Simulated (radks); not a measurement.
Values are calculated unless marked as measured or tabulated.
Question: The praseodymium ion Pr3+ is in [Xe] 4f(5/2: 2, 7/2: 0). Level of theory: Dirac Kohn-Sham, PBE, spin-unpolarised, spherical densities, finite nucleus; Fermi nuclear charge, rms radius of each element as measured or else 0.836 A^(1/3) + 0.57 fm (a radial shooting solver on a logarithmic mesh with Libxc functionals). Sub-shells are occupied by j as written (lower j first in brackets). One electron is removed from 5p3/2, 5p1/2, 5s1/2, 4f5/2 in turn, with full relaxation. Which removal costs least, and what does each cost?

Answer: 4f5/2 39.139 eV; 5p3/2 52.256 eV; 5p1/2 55.600 eV; 5s1/2 72.433 eV. The 4f5/2 electron leaves first.
